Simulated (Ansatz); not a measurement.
Reaction (formal exchange of groups at the Al–O bond): `C=C([SiH3])[O][AlH][F]` + `[NH2][ZnH]` → `[NH2][Zn][AlH][F]` + `C=C(O)[SiH3]`

Calculated with Ansatz (gas phase, PBE0-D4/def2-TZVP geometries, no zero-point term in ΔE). CCSD(T)/CBS is the MP2 limit (def2-TZVPP, def2-QZVPP) plus CCSD(T) − MP2 in def2-TZVPP, frozen cores. Functionals use def2-TZVPP. B3LYP here is the variant with VWN-RPA as its local correlation; programs differ in this. For Zn outer-core shells are correlated without core-valence functions, which leaves a few kJ/mol of doubt a bond. Scalar relativity is left out up to krypton. Each species was taken in one conformer, which may not be the lowest.

CCSD(T)/CBS gives +1.06 eV.

Another level gave +1.02 eV. Which?
A. B3LYP/def2-TZVPP
B. r2SCAN-D4/def2-TZVPP
C. PBE0-D4/def2-TZVPP
D. CCSD/def2-TZVPP

A. B3LYP 1.02, r2SCAN-D4 1.07, PBE0-D4 0.95, CCSD/def2-TZVPP 1.12 eV.

Largest T1 diagnostic among the species: 0.016.

From PBE to PBE0 (25 % exact exchange), in def2-TZVPP and without D4, ΔE moves by +0.07 eV. The D4 term adds +0.08 eV with B3LYP and +0.04 eV with PBE0; it sums over pairs of atoms, weighted by their polarisabilities, and B3LYP, whose exchange is more repulsive, gets the larger term.
